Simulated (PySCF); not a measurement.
# Two-component Hartree-Fock for Pt⁷⁶⁺ (platinum, charge +76)

Start: 1s2. Calculated with PySCF 2.14 in an uncontracted even-tempered set (16 s from 29 bohr⁻², ratio 2.6; 13 p from 38 bohr⁻², ratio 2.6; 6 d from 39 bohr⁻², ratio 2.8; 3 f from 1600 bohr⁻², ratio 2.8): generalised Hartree-Fock with the X2C-1e Hamiltonian and a Gaussian nucleus; spin-orbit coupling (SO) screened by Boettger's factors.

```csv
spinor shell,electrons,"ε, screened SO (eV)",weight of nominal j (screened SO),"rms radius, screened SO (bohr)"
1s1/2,2,-89192.3,1.000,0.0192
```

```csv
quantity,screened SO
E (hartree),-6614.84184
M_J,0
⟨J²⟩,0.000
⟨L²⟩,0.000
⟨S²⟩,0.000
```

Breit and QED terms are absent; they matter most for the inner s and p1/2 levels.

Densities and radii are taken from the X2C orbitals without a picture-change correction, which distorts them close to the nucleus.
